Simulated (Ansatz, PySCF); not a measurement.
Species: sum formula HSiOF2 (charge +1, singlet). It need not be the lowest isomer of its formula. 
Geometry from a B3LYP-D3(BJ)/def2-TZVP (Ansatz, a quantum-chemistry and plane-wave program) optimisation:
SMILES: F[Si](F)=[OH+]
```xyz
5

Si    -0.0052     0.0012     0.0034
O      1.3820    -0.5640    -0.3881
F     -0.7051    -0.2496     1.3426
F     -0.7375     0.8744    -1.0142
H      2.0004    -1.1283     0.1026
```
Charge +1, spin multiplicity 1.

Total electronic energies in hartree. Valence correlation only, unless marked. Spin-orbit coupling is left out. Non-relativistic. CBS marks a two-point X^-3 extrapolation of the correlation energy; Hartree-Fock from the larger set. [CCSD(T)-MP2]/basis is that difference in the basis named.

```csv
level,program,energy (Eh)
HF/6-31G,Ansatz,-562.86745
HF/cc-pwCVTZ,Ansatz,-563.24971
RI-HF/cc-pV(Q+d)Z,Ansatz,-563.27515
B3LYP-D3(BJ)/def2-TZVPD,Ansatz + dftd3,(withheld)
PBE0-D4/def2-TZVP,Ansatz + dftd4,(withheld)
BHLYP-D4/def2-TZVPD,Ansatz + dftd4,-564.87122
TPSSh-D3(BJ)/def2-TZVPD,PySCF + dftd3,(withheld)
CAM-B3LYP/def2-TZVPD,Ansatz,-564.91350
wB97X-V/def2-TZVPD,Ansatz,-564.82903
PBE-QIDH/def2-TZVPD,Ansatz,-564.46565
MP2/6-31G*,Ansatz,-563.67181
MP2/cc-pV(T+d)Z,Ansatz,-564.07674
CCSD(T)/cc-pV(T+d)Z,Ansatz,-564.10359
CCSD(T)/cc-pVTZ,Ansatz,-564.09345
"RI-MP2/CBS(cc-pV(T+d)Z,cc-pV(Q+d)Z)+[CCSD(T)-MP2]/cc-pV(T+d)Z",Ansatz,-564.2581
```

Question: Fill in the missing entries.

Answer: 
- B3LYP-D3(BJ)/def2-TZVPD, energy (Eh): -564.99285
- PBE0-D4/def2-TZVP, energy (Eh): -564.57842
- TPSSh-D3(BJ)/def2-TZVPD, energy (Eh): -564.97265
